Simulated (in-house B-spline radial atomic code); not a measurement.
Ionisation energies along the 51-electron series, configuration [Kr] 4d10 4f3 5s2, as differences of self-consistent energies. NIST's values go from ground level to ground level; the uncertainty of those that are theory runs from under 0.1 % in few-electron ions to several per cent in heavy many-electron ones. Computed with a radial B-spline atomic code at the basis-set limit: non-relativistic Hartree-Fock, average of the configuration, point nuclei.

This level leaves out relativity, spin-orbit splitting included, which matters for heavy ions.

```json
{"ion": "Pm10+", "configuration after": "[Kr] 4d10 4f2 5s2", "ionisation energy (eV)": "169.62", "IE/(q+1)² (eV)": "1.4018", "-ε less Coulomb ΔSCF (eV)": "2.2285", "tabulated value (eV)": "174", "tabulated kind": "tabulated theory", "computed minus tabulated (eV)": "-4.38"}
{"ion": "Sm11+", "configuration after": "[Kr] 4d10 4f2 5s2", "ionisation energy (eV)": "200.77", "IE/(q+1)² (eV)": "1.3942", "-ε less Coulomb ΔSCF (eV)": "-", "tabulated value (eV)": "208", "tabulated kind": "tabulated theory", "computed minus tabulated (eV)": "-7.23"}
{"ion": "Eu12+", "configuration after": "[Kr] 4d10 4f2 5s2", "ionisation energy (eV)": "233.91", "IE/(q+1)² (eV)": "1.3841", "-ε less Coulomb ΔSCF (eV)": "-", "tabulated value (eV)": "243", "tabulated kind": "tabulated theory", "computed minus tabulated (eV)": "-9.09"}
```
